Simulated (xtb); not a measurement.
Harmonic IR lines of one isomer of CH₄OSi, unscaled. Calculation: GFN2-xTB in xtb 6.7.1.

wavenumber (cm⁻¹): 218 (w), 229 (m), 350 (m), 550 (vw), 777 (m), 797 (vs), 873 (m), 1141 (s), 1418 (w), 2436 (vs), 3074 (w), 3131 (w)

**Question.** Name which structure gives these lines.
A. `O=C[SiH3]`
B. `C=[SiH]O`
C. `C1O[SiH2]1`
D. `C[SiH]=O`

**Answer.** B, `C=[SiH]O`
